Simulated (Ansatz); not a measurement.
Wavefunction ladder for `[CH3][Al-]1([CH3])[O]C=CC=[O+]1`

Cartesian coordinates in Å:
```
C -1.3438 -0.5885 1.9036
Al -0.4645 -0.5634 0.1603
C -0.7314 -1.9389 -1.1997
O -0.7189 1.1078 -0.6184
C 0.1736 1.9763 -0.8319
C 1.5230 1.8526 -0.5198
C 2.0294 0.7078 0.0857
O 1.3629 -0.3151 0.4108
H -1.0937 -1.4925 2.4688
H -2.4343 -0.5697 1.8057
H -1.0610 0.2681 2.5238
H -0.1540 -1.7411 -2.1085
H -1.7828 -2.0156 -1.4960
H -0.4330 -2.9282 -0.8371
H -0.1668 2.9034 -1.3057
H 2.1942 2.6671 -0.7515
H 3.1010 0.6699 0.3098
```

Total charge 0; spin multiplicity 1. The structure was optimised at the PBE0-D4/def2-TZVP level. Frozen core, restricted reference, Ansatz. CBS rows extrapolate triple and quadruple zeta; past MP2 they add the triple-zeta difference.

```
     basis     HF (Eh)  MP2 corr.  CCSD corr.       (T)  CCSD(T) total
  def2-SVP           ?   -1.09620    -1.15961  -0.03883              ?
def2-TZVPP  -586.47184   -1.36199    -1.40915         ?              ?
def2-QZVPP  -586.49492   -1.45790           –         –              –
 CBS(def2)  -586.49810          ?           ?     as TZ              ?
```

Problem. Fill in the withheld values. (Best estimate.)

Solution. The calculation gave: def2-SVP HF (Eh): -585.98902; def2-SVP CCSD(T) total: -587.18746; def2-TZVPP (T): -0.06204; def2-TZVPP CCSD(T) total: -587.94303; CBS(def2) MP2 corr.: -1.52895; CBS(def2) CCSD corr.: -1.57611; CBS(def2) CCSD(T) total: -588.13625.
